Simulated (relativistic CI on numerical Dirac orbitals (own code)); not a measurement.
**Ions with 62 electrons, Sm I to Hf XI**

Computed by Dirac-Coulomb-Breit CI, KLI orbitals optimised for each configuration, model QED, unscaled Slater integrals (own radial code, finite nucleus).

Configurations in the expansion (outside the closed core [Kr] 4d10): 4f¹⁴5s², 4f¹²5s²5p², 4f¹³5s²5p, 4f¹⁴5s5p, 4f¹⁴5p², 4f¹³5s5p², 4f¹⁴5s5d. Levels of other configurations are missing.

Energies above each ion's lowest level, in eV. Levels are followed by their leading LS label, which can pass from one level to another where the coupling changes.

| Ion | 4f¹²5s²5p² ⁵H5 | 4f¹²5s²5p² ⁵G3 | 4f¹²5s²5p² ³H4 | 4f¹²5s²5p² ⁵D0 | 4f¹²5s²5p² ⁵D1 |
| --- | --- | --- | --- | --- | --- |
| Sm I | 0.35081 | 0.76266 | 1.2903 | 1.3977 | 1.5685 |
| Eu II | 0.40946 | 0.92802 | 1.4701 | 1.7787 | 1.9246 |
| Gd III | 0.50183 | 1.1255 | 1.7154 | 2.2351 | 2.3825 |
| Tb IV | 0.62217 | 1.3415 | 1.9901 | 2.7483 | 2.9179 |
| Dy V | 0.76349 | 1.569 | 2.2963 | 3.2961 | 3.5032 |
| Ho VI | 0.91967 | 1.8037 | 2.6294 | 3.859 | 4.1123 |
| Er VII | 1.0873 | 2.0445 | 2.9845 | 4.4223 | 4.7246 |
| Tm VIII | 1.2655 | 2.2919 | 2.0795 | 4.9771 | 5.3282 |
| Yb IX | 1.4547 | 2.5477 | 2.314 | 5.5191 | 5.919 |
| Lu X | 1.6564 | 2.814 | 2.5613 | 6.0473 | 6.4988 |
| Hf XI | 1.872 | 3.0925 | 2.8228 | 6.5628 | 7.0722 |

The lowest level keeps the configuration 4f¹²5s²5p² and J = 6 throughout.

Between Z = 69 and 72 the energy of 4f¹²5s²5p² ⁵H5 follows a local power law Z^9.2. For orientation: electrostatic splittings inside a shell grow about linearly with the screened charge, excitations that change n as its square, and fine structure as its fourth power; written in Z itself the exponents are larger, since the screened charge grows faster in proportion.

For Sm I NIST ASD gives another ground level, 4f6 6s2 7F0.

For Eu II NIST ASD gives another ground level, 4f7 (8S*) 6s 9S°4.

For Gd III NIST ASD gives another ground level, 4f7 (8S*) 5d 9D°2.

For Tb IV NIST ASD gives another ground level, 4f8 7F6.

For Dy V NIST ASD gives another ground level, 4f8 5p6 7F6.

The members near neutrality are the least accurate: they can be off by several eV, miss lower levels of configurations outside the list, or start from a wrong lowest level.
